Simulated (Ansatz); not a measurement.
Consider the ligand exchange at the Al–Cl bond: `[SiH3][NH][AlH][Cl]` + H₂Se → `[SiH3][NH][AlH][SeH]` + HCl.

Gas-phase electronic energies from Ansatz, PBE0-D4/def2-TZVP geometries. CBS: MP2 limit from def2 TZ/QZ plus the TZ coupled-cluster correction, frozen cores. This one scheme is used for every species. DFT in def2-TZVPP. B3LYP here is the variant with VWN-RPA as its local correlation; programs differ in this. For Se outer-core shells are correlated without core-valence functions, which leaves a few kJ/mol of doubt a bond. Scalar relativity is left out up to krypton. One conformer a species, not always the lowest.

(1) Is it downhill or uphill in electronic energy at CCSD(T)/CBS, and by how much? (Best estimate.)

(2) What do these levels give: PBE, PBE0, B3LYP, HF/def2-TZVPP, CCSD(T)/def2-TZVPP, SCS-MP2/def2-QZVPP? (An estimate is asked.)

Largest T1 diagnostic among the species: 0.010.

Answers

(1) Ansatz gave: Uphill: ΔE = +41.0 kJ/mol.

(2) The calculation gave: PBE 40.7, PBE0 41.6, B3LYP 49.2, HF/def2-TZVPP 54.8, CCSD(T)/def2-TZVPP 41.6, SCS-MP2/def2-QZVPP 44.1 kJ/mol.

The D4 term adds −4.0 kJ/mol with B3LYP and −2.2 kJ/mol with PBE0; it sums over pairs of atoms, weighted by their polarisabilities, and B3LYP, whose exchange is more repulsive, gets the larger term. In def2-TZVPP, CCSD(T) changes the Hartree–Fock value by −13.2 kJ/mol (the triples alone add −1.9 kJ/mol) and MP2 by −13.9 kJ/mol.
